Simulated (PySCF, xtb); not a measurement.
C2H6O2Si2, SMILES O=C1C[SiH2]O[SiH2]1.

GFN2-xTB (xtb) at its own geometry gives an orbital gap of 2.59 eV and a dipole moment of 2.11 D.

The structure is a stationary point at PBE0-D3(BJ)/def2-SVP. This is a generated structure with no PubChem entry under its InChIKey; it may be hypothetical. One conformer was computed; it need not be the lowest.

What does PBE/def2-TZVP (PySCF) give? (Estimate from the structure and the level; the computed values follow.)

gap 2.85 eV (levels -5.44 and -2.58 eV), dipole 1.86 D.
